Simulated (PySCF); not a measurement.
H₆PSi, SMILES [SiH3][PH3+], charge +1.

The structure is a stationary point at B3LYP-D3(BJ)/def2-TZVP. The isomer is the one that the SMILES or the coordinates give; other isomers of the formula were not compared.

Method: M06-2X/def2-TZVPD (PySCF).

Symmetry labels are those of the subgroup Cs that the program uses (full group C3v).

Q: List the valence orbital energies around the gap with their symmetry. (An estimate is asked for; the answer gives what the named calculation found.)

A: 
```csv
orbital,symmetry,energy (eV)
HOMO−7,A",-110.93
HOMO−6,A',-26.96
HOMO−5,A',-22.24
HOMO−4,A',-19.24
HOMO−3,A",-19.24
HOMO−2,A',-16.72
HOMO−1,A",-16.72
HOMO,A',-16.62
LUMO,A',-4.80
LUMO+1,A",-4.69
LUMO+2,A',-4.69
LUMO+3,A',-4.25
```
